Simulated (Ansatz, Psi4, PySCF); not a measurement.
C4H7 (SMILES [CH2]C(=C)C), doublet, geometry from GFN2-xTB. Base run: R2SCAN/def2-SVP run with PySCF.

Here is a job for PySCF.
```python
from pyscf import gto, scf, dft

mol = gto.M(
    atom='''
C    -0.19495187    0.15685852    1.40366555
C    -0.00119422    0.08240982    0.04378401
H    -0.29377985    1.10630927    1.89854694
H    -0.25392347   -0.72596582    2.01373916
C     0.07590634    1.21165371   -0.74090455
H     0.22795896    1.14765059   -1.80292646
H    -0.01487156    2.19324052   -0.31204544
C     0.11066686   -1.26726994   -0.61376699
H     0.38726064   -2.03093733    0.10821526
H    -0.84735425   -1.54391310   -1.05326649
H     0.85214687   -1.24829667   -1.40893108
''',
    basis='def2-svp',
    spin=1,
    verbose=4,
)

mf = dft.UKS(mol)
mf.xc = 'r2scan'
mf.kernel()
```

The same geometry, method and basis name were run in Ansatz (an electronic-structure program) and Psi4 and PySCF, at each program's defaults and at the settings that a row names. The base is PySCF at its defaults. Differences at the defaults can come from grids, fitting, cores and function types together.

```json
[
 {"code and settings": "PySCF, defaults (exact integrals, its default grid, spherical functions)", "ΔE vs base (mEh)": "0.000", "basis functions": "91", "E (Eh)": "-156.35806", "SCF cycles": "12", "dipole (D)": "0.32", "outcome": "converged"},
 {"code and settings": "Psi4, defaults (density fitting with its default set, its default grid, spherical functions)", "ΔE vs base (mEh)": "-0.085", "basis functions": "91", "E (Eh)": "-156.35815", "SCF cycles": "11", "dipole (D)": "0.32", "outcome": "converged"},
 {"code and settings": "Ansatz, defaults (factorised integrals, its default grid, spherical functions)", "ΔE vs base (mEh)": "0.012", "basis functions": "91", "E (Eh)": "-156.35805", "SCF cycles": "-", "dipole (D)": "-", "outcome": "converged"},
 {"code and settings": "PySCF, density fitting with def2-universal-jkfit", "ΔE vs base (mEh)": "-0.076", "basis functions": "91", "E (Eh)": "-156.35814", "SCF cycles": "12", "dipole (D)": "0.32", "outcome": "converged"},
 {"code and settings": "PySCF, fine grid", "ΔE vs base (mEh)": "0.004", "basis functions": "91", "E (Eh)": "-156.35806", "SCF cycles": "12", "dipole (D)": "0.32", "outcome": "converged"},
 {"code and settings": "Psi4, exact integrals, spherical functions, fine grid", "ΔE vs base (mEh)": "-", "basis functions": "91", "E (Eh)": "-", "SCF cycles": "-", "dipole (D)": "-", "outcome": "cut at the time limit"},
 {"code and settings": "Ansatz, high accuracy", "ΔE vs base (mEh)": "0.014", "basis functions": "91", "E (Eh)": "-156.35805", "SCF cycles": "-", "dipole (D)": "-", "outcome": "converged"}
]
```

Open shells are given as the SCF converged; they aren't shown to be the lowest states, and a large step between rows can be another state.
